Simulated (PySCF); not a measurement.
# Computed properties of C3H3BFNO, SMILES FB1N=CC=CO1

C3H3BFNO, SMILES C1=NB(F)OC=C1. Coordinates come from a B3LYP-D3(BJ)/def2-SVP optimisation. This is a generated structure with no PubChem entry under its InChIKey; it may be hypothetical. Other conformers were not sampled. All values are computed for the isolated molecule unless a solvent is named; none is compared with measurement here.

**Structure.** The optimised structure has Cs symmetry. All 24 harmonic modes at B3LYP-D3(BJ)/def2-SVP (PySCF) are real, so it is a minimum. With heavy atoms numbered as in [F:1][B:2]1[N:3]=[CH:4][CH:5]=[CH:6][O:7]1, the shortest bond between them is N3–C4 at 1.299 Å and the longest C4–C5 at 1.443 Å.

**Vibrations.** The strongest infrared lines (harmonic, unscaled, degenerate partners summed) lie at 1479 cm⁻¹ (396 km/mol, B 50 %, H 21 %, N 12 %, F 9 %, C 9 %), 1705 cm⁻¹ (245 km/mol, C 68 %, N 20 %, H 8 %), 1574 cm⁻¹ (241 km/mol, C 73 %, N 14 %). The softest mode is at 142 cm⁻¹ and the zero-point energy is 42.2 kcal/mol.

**Electronic structure.** r2SCAN/def2-TZVP (PySCF) places the frontier levels at -6.29 and -2.74 eV, a gap of 3.55 eV, and gives a dipole moment of 4.04 D and a mean polarisability of 54.4 bohr³. PBE/def2-TZVP (PySCF) at the same geometry gives -5.98 and -2.87 eV, so its gap is 0.44 eV narrower. An orbital gap is neither the optical nor the fundamental gap.

**Excitations.** TDA-PBE0/def2-SVPD (PySCF) has S1 at 3.75 eV (330 nm, f = 0.003, weak); the most intense of the 10 singlets computed lies at 5.65 eV (f = 0.23). T1 (TDA) is at 3.24 eV, 0.51 eV under S1. TDA-PBE/def2-SVPD (PySCF) puts S1 at 3.27 eV. No vertical singlet excitation falls in the visible range (under 3.1 eV).

**NMR.** GIAO shifts at HF/pcSseg-1 (PySCF) (non-relativistic, atoms alike by connectivity averaged): ¹³C from 112.7 to 193.5 ppm against TMS; ¹H from 6.4 to 9.3 ppm against TMS; ¹⁹F at -90.5 ppm against CFCl3; ¹¹B at 11.1 ppm against BF3.
